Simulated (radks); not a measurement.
Q: Radial electron density D(r) = 4 pi r^2 rho(r) of an atom or ion with 20 electrons. Method: scalar-relativistic Kohn-Sham, PBEsol, spin-unpolarised, spherical densities, finite nucleus; Fermi nuclear charge, rms radius of each element as measured or else 0.836 A^(1/3) + 0.57 fm; computed with a radial shooting solver on a logarithmic mesh with Libxc functionals.

r (bohr)  D(r) (e/bohr)
0.003198         0.7440
0.003693         0.9686
0.004265          1.257
0.004926          1.625
0.005689          2.092
0.00657           2.679
0.007588          3.413
0.008763          4.318
0.01012           5.422
0.01169           6.749
0.0135            8.316
0.01559           10.13
0.018             12.17
0.02079           14.40
0.02401           16.75
0.02773           19.08
0.03203           21.25
0.03699           23.06
0.04271           24.30
0.04933           24.82
0.05697           24.52
0.06579           23.45
0.07599           21.84
0.08775           20.09
0.1013            18.73
0.117             18.27
0.1352            18.99
0.1561            20.83
0.1803            23.27
0.2082            25.41
0.2385            26.28
0.2755            25.28
0.3182            22.20
0.3674            17.67
0.4243            12.88
0.4901            9.117
0.566             7.180
0.6536            7.037
0.7549            7.887
0.8718            8.652
1.007             8.543
1.163             7.394
1.343             5.593
1.551             3.740
1.791             2.292
2.068             1.398
2.389            0.9530
2.759            0.7537
3.186            0.6266
3.68             0.4873
4.249            0.3307
4.908            0.1896
5.668           0.09101
6.546           0.03628
7.559           0.01177
8.73           0.003010
10.08         0.0005885

What is the nuclear charge?

A: Z = 21. The innermost maximum, from 1s, lies near gamma/Z bohr with gamma = sqrt(1 - (Z/c)^2) = 0.988, here 0.0471 bohr (found: 0.0501), and its height grows with Z. The density is that of the scandium ion Sc+ in [Ne] 3s2 3p5.5 3d1 4s1 4p0.5; the configuration itself is not fixed sharply by these data, and Z only to about a unit. D(r) has 3 maxima, at r = 0.0501, 0.240, 0.922 bohr, and minima at 0.115, 0.613 bohr, inside which lie 2.14, 10.40 electrons.
